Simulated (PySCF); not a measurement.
Identify the unknown among the candidates.

All candidates are C5H10F2O.

* 13C NMR: chemical shifts (computed TMS as zero) by class: 127.7 (1 C), 81.8 (1 C), 71.4 (1 C), 18.6 (1 C), 18.3 (1 C) ppm [GIAO PBE0/pcSseg-1]
* NMR, other nuclei: isotropic shieldings of nuclei other than C and H, by class: 269 (1 O), 303 (1 F), 314 (1 F) ppm [GIAO PBE0/pcSseg-1]
* 1H NMR: chemical shifts (computed TMS as zero) by class: 5.81 (1 H), 4.18 (1 H), 3.53 (1 H), 3.41 (1 H), 1.30 (3 H), 1.27 (3 H) ppm [GIAO PBE0/pcSseg-1]
* Rotational structure: rotational constants A, B, C: 3.276, 1.231, 0.944 GHz [GFN2-xTB]
* Dipole: 1.35 D [PBE0/pcSseg-1]

The electronic properties come from PySCF, for the isolated species, density fitting. Levels stand in brackets. One conformer (not necessarily the lowest) at the GFN2-xTB geometry, without solvent, vibrations or thermal averaging. NMR classes are plain means over equivalent atoms (diastereotopic ones count apart unless rotation or inversion swaps them), as if these changed places fast.

**Question.** Which candidate is it?
A. `COCC[C@H](F)CF`
B. `CCOCCC(F)F`
C. `CCO[C@@H](C)C(F)F`
D. `CCCCOC(F)F`

**Answer.** C. It is `CCO[C@@H](C)C(F)F`. Numbering: `[CH3:1][CH2:2][O:3][C@@H:4]([CH3:5])[CH:6]([F:7])[F:8]`. Its formula, C5H10F2O, gives 0 degrees of unsaturation, so no ring and no π bond. 5 carbons fall into 5 classes; from least to most shielded: CHF2 carbon [C6] (127.7 ppm), sp3 carbon bound to oxygen [C4] (81.8 ppm), sp3 carbon bound to oxygen [C2] (71.4 ppm), methyl carbon [C5] (18.6 ppm), methyl carbon [C1] (18.3 ppm). Hydrogen classes from least to most shielded: 1 H on a CHF2 carbon, C6 (5.81 ppm), 1 H on an sp3 carbon bound to oxygen, C2 (4.18 ppm), 1 H on an sp3 carbon bound to oxygen, C4 (3.53 ppm), 1 H on an sp3 carbon bound to oxygen, C2 (3.41 ppm), 3 H on a methyl carbon, C5 (1.30 ppm), 3 H on a methyl carbon, C1 (1.27 ppm). The other shieldings belong to: 269 ppm, ether oxygen [O3]; 303 ppm, fluorine of a CF2 group [F7]; 314 ppm, fluorine of a CF2 group [F8]. The optimised geometry has point group C1 and is an asymmetric top.

The others, at the same levels:
- `COCC[C@H](F)CF` fails: its computed 13C shifts are 92.9 (1 C), 90.7 (1 C), 71.6 (1 C), 61.5 (1 C), 35.2 (1 C) ppm, 1H shifts are 5.30 (1 H), 4.90 (1 H), 4.58 (1 H), 3.63 (1 H), 3.60 (1 H), 3.58 (3 H), 2.19 (1 H), 1.72 (1 H) ppm and rotational constant A is 4.424 GHz (against 3.276 GHz).
- `CCOCCC(F)F` fails: its computed 13C shifts are 121.9 (1 C), 71.4 (1 C), 69.7 (1 C), 39.9 (1 C), 17.9 (1 C) ppm, 1H shifts are 6.38 (1 H), 3.70 (2 H), 3.57 (2 H), 2.01 (2 H), 1.31 (3 H) ppm and rotational constant A is 4.173 GHz (against 3.276 GHz).
- `CCCCOC(F)F` fails: its computed 13C shifts are 127.7 (1 C), 74.5 (1 C), 37.9 (1 C), 23.8 (1 C), 16.5 (1 C) ppm, 1H shifts are 6.18 (1 H), 4.09 (2 H), 1.64 (2 H), 1.43 (2 H), 1.05 (3 H) ppm and rotational constant A is 3.910 GHz (against 3.276 GHz).

Each candidate is one conformer, not necessarily the lowest. The conformers computed, where there is a choice (atom-mapped SMILES and torsion angles):
- `[CH3:1][CH2:2][O:3][C@@H:4]([CH3:5])[CH:6]([F:7])[F:8]`: C1–C2–O3–C4 -169°, C2–O3–C4–C5 163°, O3–C4–C6–F7 78°
- `[CH3:1][O:2][CH2:3][CH2:4][C@H:5]([F:6])[CH2:7][F:8]`: C1–O2–C3–C4 177°, O2–C3–C4–C5 -66°, C3–C4–C5–F6 -68°, C4–C5–C7–F8 41°
- `[CH3:1][CH2:2][O:3][CH2:4][CH2:5][CH:6]([F:7])[F:8]`: C1–C2–O3–C4 179°, C2–O3–C4–C5 -179°, O3–C4–C5–C6 64°, C4–C5–C6–F7 68°
- `[CH3:1][CH2:2][CH2:3][CH2:4][O:5][CH:6]([F:7])[F:8]`: C1–C2–C3–C4 180°, C2–C3–C4–O5 60°, C3–C4–O5–C6 72°, C4–O5–C6–F7 -91°
